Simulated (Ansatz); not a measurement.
`C=C=C1O[SiH2]1`, relaxed with RKS PBE-D4/def2-SVP in Ansatz 0.2.0 from a rough embedded geometry. The force threshold is 0.03 eV/Å; the program also tests the step.

The species carries charge 0 and has multiplicity 1.

Start:

```xyz
9

C     1.889   -0.249    0.789
C     0.910   -0.226   -0.038
C    -0.069   -0.240   -0.893
O    -0.634    0.881   -1.128
Si   -1.796   -0.011   -0.471
H     2.282    0.767    1.185
H     2.446   -1.115    1.080
H    -2.828   -0.390   -1.425
H    -2.199    0.583    0.901
```

How much energy does the relaxation release, and in how many steps? (An estimate is asked.)

Computed: 311.66 kJ/mol, in 13 steps, 2 of them rejected.

Which bonds change most? (Best estimate.)

The calculation gave: C3–O4 from 1.277 to 1.422 Å; O4–Si5 from 1.605 to 1.742 Å; C1–H6 from 1.160 to 1.106 Å; Si5–H9 from 1.548 to 1.495 Å.

Give the relaxed structure. (Estimate.)

The calculation gave: 
```xyz
9

C     2.156   -0.342    0.793
C     0.983   -0.075    0.247
C    -0.206    0.159   -0.246
O    -0.685    0.935   -1.337
Si   -1.996    0.144   -0.506
H     2.582    0.292    1.592
H     2.768   -1.203    0.468
H    -2.681   -0.950   -1.260
H    -2.922    1.041    0.250
```
